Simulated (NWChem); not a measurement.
**InNH2Cl (SMILES [NH2][In][Cl]): name the method**

InNH2Cl has 5 atoms, charge 0, and is taken as a doublet. As SMILES, `[NH2][In][Cl]`. The coordinates come from a PBE0-D4/def2-TZVP relaxation. This is one conformer, not always the lowest.

```xyz
5

N    -0.1426    0.8086   -0.4939
In   -0.4116   -1.2178   -0.1533
Cl    1.3915   -2.2115    1.0187
H    -0.9997    1.2838   -0.7567
H     0.2123    1.2632    0.3438
```

Orbital energies are those of the mean-field step.

A calculation with NWChem 7.3.0 gave:

| Property | Result |
| --- | --- |
| total energy | -704.1746 Eh |
| dipole moment | 3.69 D |
| HOMO energy | -8.86 eV |
| LUMO energy | -0.06 eV |
| ⟨S²⟩ | 0.770 |
| largest force | 0.612 eV/Å |

Problem. Which of these levels gave the numbers?
A. HF/def2-SVP (core potential)
B. HF/3-21G
C. MP2/def2-SVP (core potential)
D. B3LYP/def2-SVP (core potential)

Solution. A. The others give -6227.3985 Eh (HF/3-21G), -704.5476 Eh (MP2/def2-SVP (core potential)), -706.2118 Eh (B3LYP/def2-SVP (core potential)).
